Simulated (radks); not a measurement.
Spherical quantum dot in the effective-mass picture: electrons in a hard-walled sphere of radius 2.67, with a point charge +1 (a donor) at the centre, all in effective atomic units (hartree* = m*/eps^2 hartree, bohr* = eps/m* bohr), one dielectric constant everywhere. Calculated with a radial shooting solver with Libxc functionals: non-relativistic Kohn-Sham, LDA (Slater exchange, Perdew-Wang correlation), spin-polarised, spherical densities. Levels are named by radial order and angular momentum (1s, 1p, 1d, 2s, ...), and open shells are averaged over m. Results are scaled to m* = 0.064 and eps = 6.6, for which hartree* = 39.98 meV and bohr* = 5.457 nm.

N = 13, configuration 1s2 1p6 1d(up 5, down 0). This is the lowest configuration that the search found. Occupied and some empty levels:

| level | occupation | eigenvalue (meV) | <r> (nm) |
|---|---|---|---|
| 1s up | 1 | 256.20 | 8.052 |
| 1s down | 1 | 260.38 | 7.893 |
| 1p up | 3 | 279.55 | 9.367 |
| 1p down | 3 | 284.68 | 9.330 |
| 1d up | 5 | 310.22 | 9.965 |
| 1d down | 0 | 315.61 | 9.955 |
| 2s up | 0 | 325.70 | 6.522 |
| 2s down | 0 | 328.14 | 6.616 |
| 1f up | 0 | 349.23 | 10.38 |
| 1f down | 0 | 354.72 | 10.38 |
| 2p up | 0 | 392.96 | 7.545 |
| 2p down | 0 | 396.07 | 7.539 |

Energy (meV): total 2068.20, kinetic 898.83, external -334.05, Hartree 1777.6, exchange-correlation -274.18.
